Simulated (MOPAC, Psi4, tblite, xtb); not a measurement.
Dimer HBr ··· H4Ge (SMILES Br and [GeH4]) at R = 3.52 Å between the centres of mass, closest contact 3.28 Å (a higher rigid-body minimum at GFN2-xTB). Geometry in Å and degrees:

```
Ge
H 1 1.5359
H 1 1.5359 2 109.47
H 1 1.5359 2 109.47 3 -120.00
H 1 1.5359 2 109.47 4 -120.00
Br 2 3.2799 1 85.58 3 59.97
H 6 1.4248 2 150.07 1 35.82
```

Computed with: GFN2-xTB (tblite); SAPT0/jun-cc-pVDZ, frozen core (Psi4); B3LYP/def2-TZVP, counterpoise-corrected (Psi4); B3LYP-D3(BJ)/def2-TZVP, counterpoise-corrected (Psi4); PBE/def2-TZVP, counterpoise-corrected (Psi4); PBE-D3(BJ)/def2-TZVP, counterpoise-corrected (Psi4); HF/aug-cc-pVTZ, counterpoise-corrected (Psi4); MP2/aug-cc-pVTZ = DF-MP2/aug-cc-pVTZ, frozen core, counterpoise-corrected run with Psi4; SCS-MP2/aug-cc-pVTZ = Psi4 1.11 with DF-SCS-MP2/aug-cc-pVTZ, frozen core, counterpoise-corrected; PM7, restricted, heats of formation (MOPAC); PM3, restricted, heats of formation (MOPAC); GFN1-xTB (xtb).

Q: What interaction energy does each level give?

A: 
```tsv
method	E_int / kcal/mol
GFN1-xTB	-8.52
PM7	-3.03
GFN2-xTB	-2.17
PBE-D3(BJ)/def2-TZVP	-0.15
MP2/aug-cc-pVTZ	-0.10
B3LYP-D3(BJ)/def2-TZVP	-0.07
SCS-MP2/aug-cc-pVTZ	0.53
PBE/def2-TZVP	0.92
SAPT0/jun-cc-pVDZ	1.01
PM3	1.01
B3LYP/def2-TZVP	1.98
HF/aug-cc-pVTZ	2.79
```
